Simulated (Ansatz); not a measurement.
[Ni(H2O)4]2+ (NiO₄H₈²⁺), relaxed as a triplet with UKS PBE-D4/def2-SVP in Ansatz, starting from the GFN2-xTB (ALPB water) geometry. Force threshold 0.02 eV/Å.

Start:

Cartesian coordinates in Å:
```
Ni 0.0560 0.3983 0.0694
O 1.2327 -1.1214 0.7195
H 0.9110 -1.8548 1.2638
H 2.1620 -0.9867 0.9570
O -1.0132 0.7750 1.7430
H -1.5290 0.1148 2.2307
H -1.4162 1.6356 1.9266
O -1.4291 -0.5654 -0.9293
H -1.3505 -1.4686 -1.2717
H -2.0686 -0.1019 -1.4895
O 1.1966 0.9946 -1.4900
H 1.4288 0.4462 -2.2540
H 1.8195 1.7343 -1.4755
```

(1) Estimate the energy that the relaxation releases and the steps that it takes.

(2) Does the start keep its bonding and symmetry?

(3) Predict the relaxed structure.

Answers

(1) 0.23 eV, in 22 steps; 47 s on 4 threads of Intel Xeon Platinum 8259CL on a shared host. The force fell under the threshold at step 19, but the optimiser went on. No frequencies were taken in this run, so the end may be a saddle point.

(2) By distances, no bond broke or formed. The bond that changes most is Ni1–O2, from 2.03 to 1.96 Å (atoms count from 1).

(3) 
```csv
atom,x (Å),y (Å),z (Å)
Ni1,0.088,0.265,0.090
O2,1.364,-0.947,0.949
H3,1.192,-1.468,1.765
H4,2.160,-1.336,0.523
O5,-1.150,0.758,1.554
H6,-2.074,0.432,1.623
H7,-0.947,1.231,2.391
O8,-1.383,-0.594,-0.961
H9,-1.432,-1.548,-1.190
H10,-1.956,-0.119,-1.604
O11,1.143,0.992,-1.423
H12,1.087,0.725,-2.365
H13,1.907,1.608,-1.351
```
Bond lengths: 4 × Ni–O 1.96 to 2.00 Å; 8 × H–O 0.98 Å.
